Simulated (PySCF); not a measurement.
Al, charge -1, triplet; CCSD(T)/cc-pVTZ in PySCF.

Input for PySCF:
```python
from pyscf import gto, scf, cc

mol = gto.M(
    atom='''
Al    0.000000    0.000000    0.000000
''',
    basis='cc-pvtz',
    charge=-1,
    spin=2,
    verbose=4,
)

mf = scf.UHF(mol)
mf.kernel()

mycc = cc.CCSD(mf)
mycc.level_shift = 0.2
mycc.kernel()
et = mycc.ccsd_t()
print('E(CCSD(T)) = %.10f' % (mycc.e_tot + et))
```

Problem. Predict the main parts of the log of this PySCF run.

Solution. 
```
PySCF version 2.14.0

[INPUT] verbose = 4
[INPUT] num. atoms = 1
[INPUT] num. electrons = 14
[INPUT] charge = -1
[INPUT] spin (= nelec alpha-beta = 2S) = 2
[INPUT] symmetry False subgroup None
[INPUT] Mole.unit = angstrom
[INPUT] Symbol           X                Y                Z      unit          X                Y                Z       unit  Magmom
[INPUT]  1 Al     0.000000000000   0.000000000000   0.000000000000 AA    0.000000000000   0.000000000000   0.000000000000 Bohr   0.0

nuclear repulsion = 0
number of shells = 9
number of NR pGTOs = 59
number of NR cGTOs = 34
basis = cc-pvtz
ecp = {}

******** <class 'pyscf.scf.uhf.UHF'> ********
method = UHF
initial guess = minao
damping factor = 0
level_shift factor = 0
DIIS = <class 'pyscf.scf.diis.CDIIS'>
diis_start_cycle = 1
diis_space = 8
diis_damp = 0
SCF conv_tol = 1e-09
SCF conv_tol_grad = None
SCF max_cycles = 50
direct_scf = True
direct_scf_tol = 1e-13
number electrons alpha = 8  beta = 6
Set gradient conv threshold to 3.16228e-05
init E= -241.752580224975

cycle= 1 E= -241.859941822477  delta_E= -0.107  |g|= 0.0614  |ddm|= 0.911
cycle= 2 E= -241.867287880022  delta_E= -0.00735  |g|= 0.0235  |ddm|= 0.223
cycle= 3 E= -241.868675169158  delta_E= -0.00139  |g|= 0.00576  |ddm|= 0.102
cycle= 4 E= -241.868757890798  delta_E= -8.27e-05  |g|= 0.00128  |ddm|= 0.0211
cycle= 5 E= -241.868761100438  delta_E= -3.21e-06  |g|= 0.000497  |ddm|= 0.00374
cycle= 6 E= -241.868761795349  delta_E= -6.95e-07  |g|= 0.00015  |ddm|= 0.00253
cycle= 7 E= -241.868761872651  delta_E= -7.73e-08  |g|= 3.34e-05  |ddm|= 0.00109
cycle= 8 E= -241.868761876545  delta_E= -3.89e-09  |g|= 3.93e-06  |ddm|= 0.000258
cycle= 9 E= -241.868761876588  delta_E= -4.29e-11  |g|= 4.28e-07  |ddm|= 2.17e-05
Extra cycle  E= -241.868761876588  delta_E= -3.13e-13  |g|= 1.47e-07  |ddm|= 9.58e-07
converged SCF energy = -241.868761876588  <S^2> = 2.0200311  2S+1 = 3.0133245

******** <class 'pyscf.cc.uccsd.UCCSD'> ********
CC2 = 0
CCSD nocc = (np.int64(8), np.int64(6)), nmo = (34, 34)
max_cycle = 50
direct = 0
conv_tol = 1e-07
conv_tol_normt = 1e-06
diis_space = 6
diis_start_cycle = 0
diis_start_energy_diff = 1e+09
Init t2, MP2 energy = -0.109665957240198
Init E_corr(UCCSD) = -0.109665957240228
cycle = 1  E_corr(UCCSD) = -0.117395105206424  dE = -0.00772914797  norm(t1,t2) = 0.0443624
cycle = 2  E_corr(UCCSD) = -0.121575555615087  dE = -0.00418045041  norm(t1,t2) = 0.0244626
cycle = 3  E_corr(UCCSD) = -0.125962541887293  dE = -0.00438698627  norm(t1,t2) = 0.0147272
cycle = 4  E_corr(UCCSD) = -0.125808415080809  dE = 0.000154126806  norm(t1,t2) = 0.00377597
cycle = 5  E_corr(UCCSD) = -0.125947872884495  dE = -0.000139457804  norm(t1,t2) = 0.00106322
cycle = 6  E_corr(UCCSD) = -0.12595573514575  dE = -7.86226126e-06  norm(t1,t2) = 0.000372256
cycle = 7  E_corr(UCCSD) = -0.125943948901724  dE = 1.1786244e-05  norm(t1,t2) = 0.000145241
cycle = 8  E_corr(UCCSD) = -0.1259484096383  dE = -4.46073658e-06  norm(t1,t2) = 4.39346e-05
cycle = 9  E_corr(UCCSD) = -0.125949797262875  dE = -1.38762458e-06  norm(t1,t2) = 1.57989e-05
cycle = 10  E_corr(UCCSD) = -0.125949257643906  dE = 5.39618969e-07  norm(t1,t2) = 5.00883e-06
cycle = 11  E_corr(UCCSD) = -0.12594903367175  dE = 2.23972157e-07  norm(t1,t2) = 1.44494e-06
cycle = 12  E_corr(UCCSD) = -0.125949023696298  dE = 9.97545163e-09  norm(t1,t2) = 6.84485e-07
UCCSD converged
E(UCCSD) = -241.9947109002847  E_corr = -0.1259490236962981
UCCSD(T) correction = -0.00379227217832624
E(CCSD(T)) = -241.9985031725
```
